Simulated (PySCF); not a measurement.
**Nitrogen: a sound run and one with changed settings**

Sound run: N²⁺ [He] 2s2 2p1, N³⁺ [He] 2s2. All numbers are calculated (PySCF 2.14, the spin-free X2C one-electron Hamiltonian (Gaussian nucleus), in jorge-DZP-DKH (4s2p1d, 15 functions)). In the sound run the correlated levels freeze 1s2. The sound run starts from symmetry-adapted Hartree-Fock orbitals and uses a fine grid where one is needed.

Changed run: basis STO-3G, all-electron and non-relativistic. This setting is unsound on purpose.

```json
{"species": "N²⁺", "method": "UHF", "sound run (hartree)": "-52.83744", "changed run (hartree)": "-52.12682", "converged": "yes"}
{"species": "N²⁺", "method": "PBE", "sound run (hartree)": "-52.91145", "changed run (hartree)": "-52.18228", "converged": "yes"}
{"species": "N²⁺", "method": "BP86", "sound run (hartree)": "-52.97011", "changed run (hartree)": "-52.24171", "converged": "yes"}
{"species": "N²⁺", "method": "MP2", "sound run (hartree)": "-52.88431", "changed run (hartree)": "-52.14900", "converged": "yes"}
{"species": "N²⁺", "method": "CCSD(T)", "sound run (hartree)": "-52.91344", "changed run (hartree)": "-52.16878", "converged": "yes"}
{"species": "N³⁺", "method": "UHF", "sound run (hartree)": "-51.10313", "changed run (hartree)": "-50.37155", "converged": "yes"}
{"species": "N³⁺", "method": "PBE", "sound run (hartree)": "-51.15170", "changed run (hartree)": "-50.39859", "converged": "yes"}
{"species": "N³⁺", "method": "BP86", "sound run (hartree)": "-51.20906", "changed run (hartree)": "-50.45657", "converged": "yes"}
{"species": "N³⁺", "method": "MP2", "sound run (hartree)": "-51.14961", "changed run (hartree)": "-50.40619", "converged": "yes"}
{"species": "N³⁺", "method": "CCSD(T)", "sound run (hartree)": "-51.18703", "changed run (hartree)": "-50.43540", "converged": "yes"}
```

Ionisation energy of N²⁺:

| method | sound run (eV) | changed run (eV) |
| --- | --- | --- |
| UHF | 47.193 | 47.763 |
| PBE | 47.885 | 48.537 |
| BP86 | 47.921 | 48.576 |
| MP2 | 47.204 | 47.424 |
| SCS-MP2 | 47.151 | 47.357 |
| CCSD | 46.964 | 47.168 |
| CCSD(T) | 46.978 | 47.168 |

A minimal basis cannot let orbitals breathe on ionisation and holds almost no correlation. The Hamiltonian changed with the basis, so the totals do not compare.

For comparison, NIST gives 47.445 eV between the lowest levels.
